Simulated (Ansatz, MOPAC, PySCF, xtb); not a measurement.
Complex: SiH4 (SMILES [SiH4]) (first 5 atoms) with SiH4 (SMILES [SiH4]); geometry from B3LYP-D3(BJ)/def2-TZVP, rigid monomers moved along the line of their centres of mass till Si1···Si6 is 3.61 Å.
(charge 0, multiplicity 1):
```xyz
10

Si    -0.1623    -0.0385    -0.1010
H      0.1462     0.3049    -1.5079
H     -0.4820    -1.4797    -0.0011
H     -1.3183     0.7603     0.3621
H      1.0137     0.2642     0.7458
Si     0.1299     0.0326     3.5008
H      1.5339    -0.4090     3.3486
H     -0.7430    -0.7985     2.6410
H      0.0081     1.4509     3.0976
H     -0.2873    -0.1192     4.9134
```

Monomers are frozen at their geometry in the pair; levels with a basis set take the counterpoise correction.

The state reached by AM1 isn't checked.

Run with Ansatz (Gaussian orbitals); MOPAC for AM1 (differences of heats of formation); PySCF for the dispersion terms; xtb for the GFN methods. Values without a source in brackets are computed.

One of these levels gives 0.23 kcal/mol for the interaction energy. Which one is it?
(A) AM1
(B) PBE-D4/def2-TZVPPD
(C) r2SCAN/def2-TZVPPD
(D) GFN2-xTB

C, r2SCAN/def2-TZVPPD. The others give 1.60 (AM1), 0.68 (GFN2-xTB), -0.77 (PBE-D4/def2-TZVPPD)

Ansatz is an electronic-structure program.
